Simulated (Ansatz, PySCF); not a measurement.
Bond stretch in MgH, doublet.

- UKS-B3LYP/6-31G* = unrestricted B3LYP/6-31G*, spherical d in PySCF
- UCCSD(T) = CCSD(T) on UHF/aug-cc-pVQZ, frozen core (Ansatz, a first-principles code)
- FCI = Ansatz with full CI/aug-cc-pVQZ, frozen core

Energies relative to the lowest point of each curve near equilibrium, in kJ/mol:

```csv
R / Å,UKS-B3LYP/6-31G*,UCCSD(T)
1.40,73.7,71.5
1.74,0.0,0.0
1.79,0.3,0.8
1.84,2.1,3.2
2.00,15.4,18.2
2.17,36.0,40.7
2.40,65.3,72.9
2.65,91.7,101.7
3.46,130.4,133.6
4.75,137.4,136.3
5.27,137.7,136.5
6.91,138.1,136.7
```

Problem. Predict the corresponding FCI column.

Solution. 1.40: 71.6; 1.74: 0.0; 1.79: 0.8; 1.84: 3.1; 2.00: 18.1; 2.17: 40.5; 2.40: 72.6; 2.65: 101.6; 3.46: 133.9; 4.75: 136.8; 5.27: 136.9; 6.91: 137.1 (kJ/mol).

The unrestricted determinant behind UCCSD(T) is spin-contaminated at 2.40 to 3.13 Å (<S²> up to 0.9, against 0.75 for a pure doublet).
